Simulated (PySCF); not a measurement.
## Cost of excited-state runs on `InChI=1S/C3H6O3S2/c1-3(7-2)8(4,5)6/h1H2,2H3,(H,4,5,6)`

Atoms are numbered as in `[CH2:1]=[C:2]([S:3][CH3:4])[S:5](=[O:6])(=[O:7])[OH:8]`; H(Xn) means a hydrogen on atom n. Ha(C1) is cis to S3; Hb(C1) is trans to S3.

PySCF with density fitting, on 1 thread of an Arm Neoverse V2, shared host. Command: `OMP_NUM_THREADS=1 python excited_run.py task.json out`

Task: How long does each of these runs take, and how much memory?
- magnetisability and related constants, BHandHLYP/pcSseg-1; isotopologues; writes grids
- magnetisability and related constants, mPW1PW91/3-21G; grid level 4; fitting basis def2-qzvpp-jkfit

Result: 
| run | level | basis functions | wall time | peak memory (GiB) |
| --- | --- | --- | --- | --- |
| magnetisability and related constants | BHandHLYP/pcSseg-1 | 180 | 30 s | 0.99 |
| magnetisability and related constants | mPW1PW91/3-21G | 92 | 24 s | 0.57 |

Times from a shared host are rough.
